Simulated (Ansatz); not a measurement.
Total energies of CClFGeN (`N#[C][Ge]([F])[Cl]`) radical.

Cartesian coordinates in Å:
```
N -1.009 -1.693 -1.283
C -0.509 -0.941 -0.567
Ge 0.250 0.185 0.802
F 1.915 0.339 0.379
Cl -0.647 2.110 0.670
```

Total charge 0; spin multiplicity 2. Correlated methods include outer-core shells of Ge, which these sets cover unevenly. Scalar relativity is left out up to krypton. The structure was optimised at the PBE0-D4/def2-TZVP level. Basis def2-TZVPP, Ansatz 0.2.0.

RPA on PBE orbitals: Hartree–Fock energy of these orbitals -2726.68375 Eh, correlation -1.51581 Eh (frozen core).

```
 functional  energy without D4 (Eh)  D4 term (kJ/mol)
LDA (SPW92)             -2723.96407                 –
    r2SCANh             -2729.87391              -3.4
```

(1) Give the same for PBE, revPBE, BLYP, r2SCAN, B97M-V, PBE0, B3LYP, r2SCAN0, HSE06 (plane-wave form), BHLYP, CAM-B3LYP, LC-ωPBE, ωB97X-V, ωB97M-V, B2PLYP, PBE-QIDH. (Estimate.)

B3LYP takes the VWN-RPA correlation (the form of Gaussian; ORCA's B3LYP/G). HSE06 is the plane-wave form, built on full-range PBE exchange. The double hybrids freeze the cores in their second-order part.

Results:

(1) Computed: 
```
             functional  energy without D4 (Eh)  D4 term (kJ/mol)
                    PBE             -2729.32480             -13.4
                 revPBE             -2729.72484             -35.2
                   BLYP             -2730.06283             -29.0
                 r2SCAN             -2729.89677              -3.1
                 B97M-V             -2729.47291                 –
                   PBE0             -2729.40635             -11.4
                  B3LYP             -2730.08325             -22.0
                r2SCAN0             -2729.84149              -3.8
HSE06 (plane-wave form)             -2729.39135             -10.8
                  BHLYP             -2729.91458             -18.8
              CAM-B3LYP             -2730.09398             -11.8
                LC-ωPBE             -2729.49257                 –
                ωB97X-V             -2729.69938                 –
                ωB97M-V             -2729.84701                 –
                 B2PLYP             -2729.41267                 –
               PBE-QIDH             -2728.96853                 –
```

LC-ωPBE has ω = 0.4 bohr⁻¹.
